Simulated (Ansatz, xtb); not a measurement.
**Two isomers of C6H3BrS**

Structure X is `C#Cc1cc(Br)cs1`, a singlet and structure Y is `C#Cc1cscc1Br`, a singlet. Both are isolated molecules in the gas phase, relaxed with PBE-D3(BJ)/def2-SVP.

Problem. Estimate which is lower in electronic energy at CCSD(T)/def2-SVP + ΔMP2/def2-TZVPP, and by roughly how much.

Solution. Too close to call at this level: CCSD(T)/def2-SVP + ΔMP2/def2-TZVPP gives E(Y) − E(X) = −0.12 kcal/mol.

The same difference at several levels:

| level | geometry | E(Y) − E(X) (kcal/mol) | departure from the last row (kcal/mol) | job, with rough time for the two |
| --- | --- | --- | --- | --- |
| GFN2-xTB | GFN2-xTB | +0.84 | +0.96 | optimisation, 0.3 s |
| HF/STO-3G | GFN2-xTB | +0.77 | +0.90 | single point, 0.7 s |
| r2SCAN-D4/def2-SVP | GFN2-xTB | +1.34 | +1.46 | single point, 4.4 s |
| PBE-D3(BJ)/def2-SVP | PBE-D3(BJ)/def2-SVP | +1.24 | +1.37 | optimisation, 21 s |
| HF/def2-SVP | PBE-D3(BJ)/def2-SVP | +0.58 | +0.71 | part of the CCSD(T) run |
| MP2/def2-SVP | PBE-D3(BJ)/def2-SVP | +0.43 | +0.55 | part of the CCSD(T) run |
| CCSD(T)/def2-SVP | PBE-D3(BJ)/def2-SVP | +0.41 | +0.53 | single point |
| CCSD(T)/def2-SVP + ΔMP2/def2-TZVPP | PBE-D3(BJ)/def2-SVP | −0.12 |  | single point, 90 s |

As drawn, both hold the same kinds of bond in the same numbers.

The largest departure from CCSD(T)/def2-SVP + ΔMP2/def2-TZVPP is that of r2SCAN-D4/def2-SVP, 1.46 kcal/mol. The last row adds to CCSD(T) the change of the MP2 difference between the two basis sets, here −0.53 kcal/mol.

With thermal terms from frequencies at re-optimised GFN2-xTB minima (ideal gas, soft modes damped towards free rotors, one conformer each, 298.15 K, 1 atm): on the last row, ΔE + ΔZPE = −0.11, ΔH = −0.12, ΔG = −0.08 kcal/mol.

The correlated steps freeze 20 core orbitals; the filled d shell of Br is correlated, in a basis made for valence electrons. Programs: Ansatz 0.2.0, xtb 6.7.1; the last row on 4 threads of Arm Neoverse V2 on a shared host.
